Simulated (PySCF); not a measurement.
tin monoxide (OSn), singlet, geometry from GFN2-xTB (such geometries of metal compounds can be far from the true shape) (core potentials on Sn); R2SCAN/def2-SVP in PySCF.

Input for PySCF:
```python
from pyscf import gto, scf, dft

mol = gto.Mole()
mol.atom = '''
    Sn   -0.00000000   -0.00000000   -0.24879316
    O     0.00000000    0.00000000    1.55495727
'''
mol.basis = 'def2-svp'
mol.ecp = {'Sn': 'def2-svp'}
mol.verbose = 4
mol.build()

mf = dft.RKS(mol)
mf.xc = 'r2scan'
mf.grids.level = 0
mf.kernel()
mf.analyze()
```

Output, abridged:

```
PySCF version 2.14.0

[INPUT] verbose = 4
[INPUT] num. atoms = 2
[INPUT] num. electrons = 30
[INPUT] charge = 0
[INPUT] spin (= nelec alpha-beta = 2S) = 0
[INPUT] symmetry False subgroup None
[INPUT] Mole.unit = angstrom
[INPUT] Symbol           X                Y                Z      unit          X                Y                Z       unit  Magmom
[INPUT]  1 Sn     0.000000000000   0.000000000000  -0.248793160000 AA    0.000000000000   0.000000000000  -0.470150934065 Bohr   0.0
[INPUT]  2 O      0.000000000000   0.000000000000   1.554957270000 AA    0.000000000000   0.000000000000   2.938443375701 Bohr   0.0

nuclear repulsion = 51.6341881742032
number of shells = 16
number of NR pGTOs = 85
number of NR cGTOs = 40
basis = def2-svp
ecp = {'Sn': 'def2-svp'}

******** <class 'pyscf.dft.rks.RKS'> ********
method = RKS
initial guess = minao
damping factor = 0
level_shift factor = 0
DIIS = <class 'pyscf.scf.diis.CDIIS'>
diis_start_cycle = 1
diis_space = 8
diis_damp = 0
SCF conv_tol = 1e-09
SCF conv_tol_grad = None
SCF max_cycles = 50
direct_scf = True
direct_scf_tol = 1e-13
XC library pyscf.dft.libxc version 7.1.2
    S. Lehtola, C. Steigemann, M. J. T. Oliveira, and M. A. L. Marques,  SoftwareX 7, 1–5 (2018)
XC functionals = r2scan
    J. W. Furness, A. D. Kaplan, J. Ning, J. P. Perdew, and J. Sun,  J. Phys. Chem. Lett. 11, 8208–8215 (2020)
    J. W. Furness, A. D. Kaplan, J. Ning, J. P. Perdew, and J. Sun,  J. Phys. Chem. Lett. 11, 9248–9248 (2020)
    J. W. Furness, A. D. Kaplan, J. Ning, J. P. Perdew, and J. Sun,  J. Phys. Chem. Lett. 11, 8208–8215 (2020)
    J. W. Furness, A. D. Kaplan, J. Ning, J. P. Perdew, and J. Sun,  J. Phys. Chem. Lett. 11, 9248–9248 (2020)
radial grids:
    Treutler-Ahlrichs [JCP 102, 346 (1995); DOI:10.1063/1.469408] (M4) radial grids

becke partition: Becke, JCP 88, 2547 (1988); DOI:10.1063/1.454033
pruning grids: <function nwchem_prune>
grids dens level: 0
symmetrized grids: False
atomic radii adjust function: <function treutler_atomic_radii_adjust>
small_rho_cutoff = 0
Set gradient conv threshold to 3.16228e-05
Initial guess from minao.
tot grids = 3920
init E= -266.948796540611
  HOMO = -0.880262580951177  LUMO = -0.732819920246108  gap/eV = 4.01212
cycle= 1 E= -288.780366936233  delta_E= -21.8  |g|= 2.12  |ddm|= 6.83
  HOMO = -0.137363007329679  LUMO = 0.0247925309017934  gap/eV = 4.41248
cycle= 2 E= -288.707474605901  delta_E= 0.0729  |g|= 1.99  |ddm|= 5.34
  HOMO = -0.12021921838004  LUMO = -0.0107670803590386  gap/eV = 2.97834
cycle= 3 E= -287.232940634697  delta_E= 1.47  |g|=  2.7  |ddm|= 3.27
  HOMO = -0.243727394211614  LUMO = -0.0879526357290573  gap/eV = 4.23885
cycle= 4 E= -289.454653232176  delta_E= -2.22  |g|= 0.195  |ddm|= 2.03
  HOMO = -0.236917918652944  LUMO = -0.0966069332135885  gap/eV = 3.81806
cycle= 5 E= -289.463798068812  delta_E= -0.00914  |g|= 0.145  |ddm|= 0.365
  HOMO = -0.239272570322161  LUMO = -0.0978914347994154  gap/eV = 3.84718
cycle= 6 E= -289.46803835423  delta_E= -0.00424  |g|= 0.076  |ddm|= 0.06
  HOMO = -0.242133469648743  LUMO = -0.0989340897277562  gap/eV = 3.89665
cycle= 7 E= -289.469305970701  delta_E= -0.00127  |g|= 0.0275  |ddm|= 0.0346
  HOMO = -0.242851725646466  LUMO = -0.0988893940145603  gap/eV = 3.91741
cycle= 8 E= -289.469516083697  delta_E= -0.00021  |g|= 0.00273  |ddm|= 0.0215
  HOMO = -0.242954150663105  LUMO = -0.098886430391218  gap/eV = 3.92028
cycle= 9 E= -289.469517937798  delta_E= -1.85e-06  |g|= 0.000201  |ddm|= 0.00201
  HOMO = -0.24296672654285  LUMO = -0.0988931912473703  gap/eV = 3.92044
cycle= 10 E= -289.469517947354  delta_E= -9.56e-09  |g|= 2.23e-05  |ddm|= 0.000154
  HOMO = -0.242966279983084  LUMO = -0.0988932487461062  gap/eV = 3.92043
cycle= 11 E= -289.469517947472  delta_E= -1.18e-10  |g|= 3.27e-06  |ddm|= 2.05e-05
  HOMO = -0.242967176058732  LUMO = -0.0988934317411406  gap/eV = 3.92045
Extra cycle  E= -289.469517947394  delta_E= 7.75e-11  |g|= 1.84e-05  |ddm|= 1.5e-05
converged SCF energy = -289.469517947394
**** SCF Summaries ****
Total Energy =                        -289.469517947394422
Nuclear Repulsion Energy =              51.634188174203238
One-electron Energy =                 -583.369852693802841
Two-electron Energy =                  242.266146572205173
Two-electron Coulomb Energy =          268.915911693652276
DFT Exchange-Correlation Energy =      -26.649765121447100
HOMO-LUMO gap [eV] =                     3.920446271972749
**** MO energy ****
MO #1   energy= -18.8934561135001  occ= 2
MO #2   energy= -5.05169196115421  occ= 2
MO #3   energy= -3.39384758107407  occ= 2
MO #4   energy= -3.39384758107406  occ= 2
MO #5   energy= -3.38336093311984  occ= 2
MO #6   energy= -1.00062404933545  occ= 2
MO #7   energy= -0.981174477918287 occ= 2
MO #8   energy= -0.981022645177688 occ= 2
MO #9   energy= -0.97325181857372  occ= 2
MO #10  energy= -0.973251818573712 occ= 2
MO #11  energy= -0.805839449141601 occ= 2
MO #12  energy= -0.398355860732735 occ= 2
MO #13  energy= -0.253915378951767 occ= 2
MO #14  energy= -0.253915378951742 occ= 2
MO #15  energy= -0.242967176058732 occ= 2
MO #16  energy= -0.0988934317411406 occ= 0
MO #17  energy= -0.0988934317411371 occ= 0
MO #18  energy= 0.0234008236355763 occ= 0
MO #19  energy= 0.162330562598864  occ= 0
MO #20  energy= 0.253269431698876  occ= 0
MO #21  energy= 0.253269431698888  occ= 0
MO #22  energy= 0.322326953158982  occ= 0
MO #23  energy= 0.322385595018234  occ= 0
Dipole moment(X, Y, Z, Debye):  0.00000, -0.00000, -3.55385
```
